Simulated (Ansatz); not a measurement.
Ideal-gas functions of H₂O₃SW (`[O]=[W]([OH])([OH])=[S]`) at 298.15 K and 1 bar, from an Ansatz frequency run at PBE0-D4/def2-TZVP.

Molar mass 265.92 g/mol, point group C1 (symmetry number 1), electronic degeneracy 1, moments of inertia 151.705, 227.429, 245.77 u Å². Harmonic wavenumbers (cm⁻¹, unscaled): 192, 198, 215, 230, 258, 306, 314, 557, 621, 634, 740, 742, 1038, 3891, 3897.

Use S(trans) = R[1.5 ln M + 2.5 ln T − 1.1517]; rotational temperatures θ = 24.2544 K / I; S(rot) = R[ln(√π/σ · √(T³/θAθBθC)) + 1.5]; for each mode x = 1.438777 ν̃/T, S = R[x/(eˣ − 1) − ln(1 − e⁻ˣ)] and H = RT x/(eˣ − 1); 1 cm⁻¹ = 0.0119627 kJ/mol; R = 8.31446 J/(mol·K).

Question: By hand: the entropy, in J/(mol·K).

Answer: Translation 178.5. Rotation: θ = 0.1599, 0.1066, 0.0987 K, giving 114.8. Vibration, mode by mode: 9.24, 9.00, 8.37, 7.86, 7.01, 5.79, 5.61, 2.22, 1.74, 1.65, 1.10, 1.09, 0.34, 0.00, 0.00, in all 61.0. Electronic 0.0. Sum 354.3 J/(mol·K).

Question: By hand: H − E and G − E in kJ/mol, counted from the electronic energy.

Answer: Zero-point energy ½ × 13833 × 0.0119627 = 82.7; thermal vibration 11.0; translation, rotation and pV give 4 RT = 9.9. H − E = 103.6 kJ/mol, and G − E = 103.6 − 298.15 × 354.3/1000 = -2.0 kJ/mol.

Vibration gives 17 % of the entropy. The sum counts one conformer and one mirror image; others add a mixing term.
